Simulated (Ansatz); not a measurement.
A structure relaxed at PBE0-D4/def2-SVP in Ansatz, charge 0, singlet:

Cartesian coordinates in Å:
```
Ge -0.058 0.012 -0.024
C 0.887 -1.644 -0.134
C 1.464 -2.711 -0.219
H 1.981 -3.652 -0.291
C 1.052 1.239 0.930
C 1.736 2.044 1.533
H 2.347 2.750 2.067
C -1.706 -0.260 0.970
H -2.244 0.694 1.074
H -1.483 -0.652 1.972
H -2.349 -0.979 0.442
C -0.363 0.691 -1.819
H -0.973 -0.022 -2.392
H 0.596 0.834 -2.336
H -0.888 1.656 -1.772
```

(1) Give its formula, name or SMILES and point group.

(2) Summarise the bond lengths by kind (pairs closer than 1.2 times the sum of covalent radii, bridged metal pairs left out).

Answers

(1) Ge(CCH)2Me2 (C6H8Ge). Point group C2v (tolerance 0.1 Å).

(2) 4 × C–Ge 1.91 to 1.94 Å; 2 × C–C 1.22 Å; 8 × C–H 1.08 to 1.10 Å.
